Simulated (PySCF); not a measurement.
C6H5F3O.
Numbering: `[F:1][C:2]([F:3])([F:4])[CH2:5][c:6]1[cH:7][cH:8][o:9][cH:10]1` (hydrogens: H11, H12 on C5; H13 on C7; H14 on C8; H15 on C10)

The same species was optimised twice, with GFN2-xTB and with PBE0-D3(BJ)/def2-SVP (PySCF), and the same property calculations (PySCF, gas phase) were run on both structures.

| coordinate | GFN2-xTB | PBE0-D3(BJ)/def2-SVP | change |
| --- | --- | --- | --- |
| C6–C7 (Å) | 1.421 | 1.435 | +0.014 |
| C2–C5 (Å) | 1.520 | 1.512 | -0.008 |
| F1–C2 (Å) | 1.341 | 1.333 | -0.008 |
| C2–F4 (Å) | 1.344 | 1.337 | -0.007 |
| O9–C10 (Å) | 1.339 | 1.345 | +0.006 |
| C8–O9 (Å) | 1.342 | 1.348 | +0.006 |
| C5–C6 (Å) | 1.494 | 1.491 | -0.003 |
| C7–C8 (Å) | 1.359 | 1.361 | +0.002 |
| C2–F3 (Å) | 1.340 | 1.339 | -0.001 |
| C6–C10 (Å) | 1.365 | 1.365 | 0.000 |
| C2–C5–C6 (°) | 110.3 | 113.5 | +3.2 |
| F3–C2–C5 (°) | 112.8 | 111.6 | -1.2 |
| F1–C2–F4 (°) | 106.4 | 107.5 | +1.1 |
| F4–C2–C5 (°) | 111.8 | 110.7 | -1.1 |
| F1–C2–F3 (°) | 106.6 | 107.5 | +0.9 |
| F3–C2–F4 (°) | 106.4 | 107.2 | +0.8 |
| C5–C6–C7 (°) | 126.9 | 127.6 | +0.7 |
| C5–C6–C10 (°) | 127.5 | 127.0 | -0.5 |
| F1–C2–C5–C6 (°) | 61 | 59 | -2 |
| C2–C5–C6–C7 (°) | 87 | 66 | -21 |

Rotational constants: A = 3250, B = 802.8, C = 753.4 MHz (GFN2-xTB) against A = 3300, B = 781.2, C = 729.9 MHz (PBE0-D3(BJ)/def2-SVP). Point groups within 0.08 Å: C1 and C1.

On the GFN2-xTB structure: HOMO (eV) -6.90 [PBE0/pcSseg-1]; LUMO (eV) 0.03 [PBE0/pcSseg-1]; dipole (D) 2.11 [PBE0/pcSseg-1]; GIAO shielding of F1/F3/F4 (mean) (ppm) 255.2 [PBE0/pcSseg-1]; GIAO shielding of C2 (ppm) 52.3 [PBE0/pcSseg-1]; GIAO shielding of C5 (ppm) 151.6 [PBE0/pcSseg-1]; GIAO shielding of C6 (ppm) 64.4 [PBE0/pcSseg-1]; GIAO shielding of C7 (ppm) 66.7 [PBE0/pcSseg-1]; GIAO shielding of C8 (ppm) 38.9 [PBE0/pcSseg-1]; GIAO shielding of O9 (ppm) 31.4 [PBE0/pcSseg-1]; GIAO shielding of C10 (ppm) 39.4 [PBE0/pcSseg-1].

Question: What do these properties become on the PBE0-D3(BJ)/def2-SVP structure?

Answer: 
```
                                    property          level  on GFN2-xTB  on PBE0-D3(BJ)/def2-SVP  change
                                   HOMO (eV)  PBE0/pcSseg-1        -6.90                    -6.93   -0.03
                                   LUMO (eV)  PBE0/pcSseg-1         0.03                     0.07   +0.04
                                  dipole (D)  PBE0/pcSseg-1         2.11                     1.85   -0.26
energy, GFN2-xTB geometry as zero (kcal/mol)  PBE0/pcSseg-1          0.0                     -0.8    -0.8
     GIAO shielding of F1/F3/F4 (mean) (ppm)  PBE0/pcSseg-1        255.2                    258.5    +3.3
                  GIAO shielding of C2 (ppm)  PBE0/pcSseg-1         52.3                     53.8    +1.5
                  GIAO shielding of C5 (ppm)  PBE0/pcSseg-1        151.6                    151.3    -0.3
                  GIAO shielding of C6 (ppm)  PBE0/pcSseg-1         64.4                     64.0    -0.4
                  GIAO shielding of C7 (ppm)  PBE0/pcSseg-1         66.7                     66.5    -0.2
                  GIAO shielding of C8 (ppm)  PBE0/pcSseg-1         38.9                     36.7    -2.2
                  GIAO shielding of O9 (ppm)  PBE0/pcSseg-1         31.4                     30.0    -1.4
                 GIAO shielding of C10 (ppm)  PBE0/pcSseg-1         39.4                     38.6    -0.8
```

The heavy atoms differ by 0.195 Å rms after alignment. Among bonds between heavy atoms C6–C7 changes most (+0.014 Å). Changes are differences of the printed values. Neither structure is proved a minimum here.

The values belong to the conformer `[F:1][C:2]([F:3])([F:4])[CH2:5][c:6]1[cH:7][cH:8][o:9][cH:10]1`: F1–C2–C5–C6 59°, C2–C5–C6–C7 66°.
